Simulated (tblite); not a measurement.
Species: C6H8ClFO.
Atom-mapped SMILES: `[CH2:1]=[CH:2][C@@H:3]([Cl:4])[C@:5]([CH3:6])([F:7])[CH:8]=[O:9]` (hydrogens: H10, H11 on C1; H12 on C2; H13 on C3; H14, H15, H16 on C6; H17 on C8)

Computed with GFN2-xTB (tblite), gas phase: nudged elastic band of 9 images (0 to 8), spring 0.2 eV/Å², climbing image at the end, force threshold 0.05 eV/Å. No saddle search or frequency run followed, so the top image need not be a first-order saddle, and its height can exceed the method's true barrier by a kcal/mol or more.

Path: rotation about C3–C5 (sp3 C–Cl carbon, sp3 C–F carbon), followed by the dihedral Cl4–C3–C5–F7. Start geometry (image 0):
```
atom  x, y, z in Å
C1      2.389    0.027   -1.159
C2      1.670    0.239   -0.073
C3      0.501   -0.600    0.313
Cl4     0.904   -1.483    1.838
C5     -0.776    0.222    0.557
C6     -1.289    0.842   -0.740
F7     -0.503    1.237    1.458
C8     -1.828   -0.687    1.179
O9     -2.347   -1.594    0.600
H10     2.166   -0.775   -1.843
H11     3.234    0.646   -1.405
H12     1.904    1.039    0.615
H13     0.283   -1.367   -0.433
H14    -0.487    1.382   -1.237
H15    -2.096    1.535   -0.512
H16    -1.664    0.058   -1.391
H17    -2.067   -0.424    2.224
```

The converged band, energies from image 0, some withheld:

```json
{"image": "0", "dihedral (°)": "68", "Cl4–C3 (Å)": "1.808", "C3–C5 (Å)": "1.538", "C5–F7 (Å)": "1.384", "Cl4–C3–C5 (°)": "108.2", "C3–C5–F7 (°)": "109.4", "E (cm⁻¹)": "0"}
{"image": "1", "dihedral (°)": "81", "Cl4–C3 (Å)": "1.812", "C3–C5 (Å)": "1.540", "C5–F7 (Å)": "1.385", "Cl4–C3–C5 (°)": "108.5", "C3–C5–F7 (°)": "109.4", "E (cm⁻¹)": "?"}
{"image": "2", "dihedral (°)": "95", "Cl4–C3 (Å)": "1.815", "C3–C5 (Å)": "1.543", "C5–F7 (Å)": "1.387", "Cl4–C3–C5 (°)": "108.8", "C3–C5–F7 (°)": "109.4", "E (cm⁻¹)": "498"}
{"image": "3", "dihedral (°)": "111", "Cl4–C3 (Å)": "1.816", "C3–C5 (Å)": "1.547", "C5–F7 (Å)": "1.390", "Cl4–C3–C5 (°)": "108.8", "C3–C5–F7 (°)": "109.1", "E (cm⁻¹)": "823"}
{"image": "4", "dihedral (°)": "129", "Cl4–C3 (Å)": "1.813", "C3–C5 (Å)": "1.549", "C5–F7 (Å)": "1.392", "Cl4–C3–C5 (°)": "108.7", "C3–C5–F7 (°)": "108.5", "E (cm⁻¹)": "?"}
{"image": "5", "dihedral (°)": "143", "Cl4–C3 (Å)": "1.806", "C3–C5 (Å)": "1.550", "C5–F7 (Å)": "1.393", "Cl4–C3–C5 (°)": "109.5", "C3–C5–F7 (°)": "107.5", "E (cm⁻¹)": "?"}
{"image": "6", "dihedral (°)": "158", "Cl4–C3 (Å)": "1.800", "C3–C5 (Å)": "1.549", "C5–F7 (Å)": "1.392", "Cl4–C3–C5 (°)": "109.6", "C3–C5–F7 (°)": "106.7", "E (cm⁻¹)": "?"}
{"image": "7", "dihedral (°)": "172", "Cl4–C3 (Å)": "1.796", "C3–C5 (Å)": "1.546", "C5–F7 (Å)": "1.392", "Cl4–C3–C5 (°)": "109.2", "C3–C5–F7 (°)": "106.1", "E (cm⁻¹)": "323"}
{"image": "8", "dihedral (°)": "-177", "Cl4–C3 (Å)": "1.791", "C3–C5 (Å)": "1.546", "C5–F7 (Å)": "1.392", "Cl4–C3–C5 (°)": "109.4", "C3–C5–F7 (°)": "105.6", "E (cm⁻¹)": "184"}
```

**Question.** Estimate the withheld energies, and name the highest image.

**Answer.** image 1: 147 cm⁻¹; image 4: 926 cm⁻¹; image 5: 897 cm⁻¹; image 6: 644 cm⁻¹. The highest is image 4.

**Question.** Between which neighbours does the energy rise most, and fall most?

**Answer.** It rises most from image 1 to 2 (+351 cm⁻¹) and falls most from image 6 to 7 (-321 cm⁻¹).

**Question.** Give the height of the top above the start in other units, and in kT at 298.15 K.

**Answer.** 0.1148 eV = 2.65 kcal/mol = 11.1 kJ/mol = 926 cm⁻¹, or 4.5 kT.

**Question.** What forces remain on the atoms at the highest image?

**Answer.** 
```
atom  x, y, z in Å  |  force x, y, z in eV/Å
C1      2.712    0.205   -0.689   -0.001   0.002   0.001
C2      1.753    0.039    0.202   -0.001   0.001   0.001
C3      0.436   -0.578   -0.127    0.000   0.000   0.001
Cl4     0.326   -2.151    0.767   -0.008   0.004   0.008
C5     -0.777    0.302    0.264    0.000   0.001  -0.003
C6     -1.750    0.491   -0.889    0.000  -0.001  -0.002
F7     -0.306    1.552    0.655   -0.003   0.002  -0.002
C8     -1.481   -0.288    1.492    0.001  -0.004  -0.001
O9     -2.477   -0.944    1.452   -0.010   0.027   0.004
H10     2.590   -0.087   -1.720    0.000   0.001   0.002
H11     3.658    0.641   -0.423   -0.002   0.004   0.002
H12     1.887    0.334    1.232   -0.002   0.002   0.001
H13     0.385   -0.839   -1.186    0.002  -0.004   0.002
H14    -1.231    0.878   -1.762   -0.001   0.001  -0.002
H15    -2.522    1.199   -0.596   -0.003  -0.004  -0.003
H16    -2.216   -0.462   -1.121    0.002  -0.002  -0.004
H17    -0.991    0.005    2.437    0.026  -0.030  -0.004
```

The largest is 0.040 eV/Å, against the threshold of 0.05 eV/Å on the band's forces.

What follows is the cost of the whole band run. The run took 9.9 s of wall time on an x86-64 server with one thread, on a shared host.
